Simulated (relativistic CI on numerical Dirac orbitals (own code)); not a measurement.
Sc+: resonant inelastic scattering at the M2,3 edge

Computed with this model: Dirac-Coulomb-Breit CI, separate exchange-only KLI orbitals for each configuration, model QED, Kramers-Heisenberg scattering through one core-hole configuration in a parametric crystal field, unscaled Slater integrals; configurations [Ar] 3d2 → [Ne] 3s2 3p5 3d3; 300 K; core-hole width 0.48 eV; summed over polarisations. Incident energies are the highest absorption maxima for each field (at most a few, so the weaker spin-orbit partner edge can be absent), on the computed scale of the free ion. Intensities are in per cent of the strongest line above 0.02 eV; levels within 1 cm⁻¹ are merged; final levels count from the ground level, the first row holds all elastic scattering, lines under 0.4 are left out and each table stops after 24 rows. The scale of the Slater integrals is a model choice and moves the terms in proportion. The configuration is assumed, with all valence electrons in the open shell; the free ion's ground configuration is another.

Field parameters in Wybourne normalisation: Oh B⁴₀ = 21Dq, B⁴₄ = √(5/14) B⁴₀. The field is a parameter set, without covalency.

S is read from ⟨S²⟩ = S(S + 1).

Oh, 10Dq = 2400 cm⁻¹:

| Final level (eV) | Degeneracy | Irrep | S | 35.6 eV | 40.1 eV | 42.5 eV |
| --- | --- | --- | --- | --- | --- | --- |
| 0.000 | 2 | E | 1.00 | 77.7 | 223.6 | 77.3 |
| 0.000 | 3 | T2 | 1.00 | 9.6 | 26.1 | 14.1 |
| 0.007 | 3 | T1 | 1.00 | 7.6 | 30.6 | 15.2 |
| 0.011 | 1 | A1 | 1.00 | 2.9 | 12.3 | 6.1 |
| 0.250 | 1 | A2 | 1.00 | 6.1 | 13.8 | 13.4 |
| 0.251 | 3 | T2 | 1.00 | 17.0 | 42.3 | 37.7 |
| 0.253 | 5 | E+T1 | 1.00 | 27.1 | 61.6 | 58.0 |
| 0.550 | 3 | T2 | 1.00 | 4.4 | 100.0 | 34.0 |
| 1.389 | 1 | A1 | 1.00 | 0.0 | 0.6 | 12.7 |
| 1.391 | 3 | T1 | 1.00 | 0.2 | 2.0 | 36.2 |
| 1.394 | 5 | E+T2 | 1.00 | 0.3 | 3.5 | 51.5 |

Oh, 10Dq = 5350 cm⁻¹:

| Final level (eV) | Degeneracy | Irrep | S | 35.8 eV | 40.3 eV | 42.8 eV |
| --- | --- | --- | --- | --- | --- | --- |
| 0.000 | 2 | E | 1.00 | 82.5 | 226.0 | 56.5 |
| 0.000 | 3 | T2 | 1.00 | 9.9 | 34.9 | 9.8 |
| 0.007 | 3 | T1 | 1.00 | 8.6 | 39.6 | 11.3 |
| 0.010 | 1 | A1 | 1.00 | 3.2 | 16.2 | 4.7 |
| 0.575 | 1 | A2 | 1.00 | 5.3 | 8.6 | 11.4 |
| 0.576 | 3 | T2 | 1.00 | 16.3 | 27.6 | 32.7 |
| 0.579 | 5 | E+T1 | 1.00 | 26.2 | 41.0 | 51.4 |
| 1.241 | 3 | T2 | 1.00 | 2.7 | 100.0 | 36.7 |
| 1.674 | 1 | A1 | 1.00 | 0.2 | 1.3 | 11.6 |
| 1.676 | 3 | T1 | 1.00 | 0.6 | 4.3 | 33.9 |
| 1.679 | 5 | E+T2 | 1.00 | 1.2 | 8.5 | 50.7 |

For the first field the strongest loss at the lowest incident energy is the level at 0.25 eV (S = 1.00, against 1.00 in the thermal ground state).
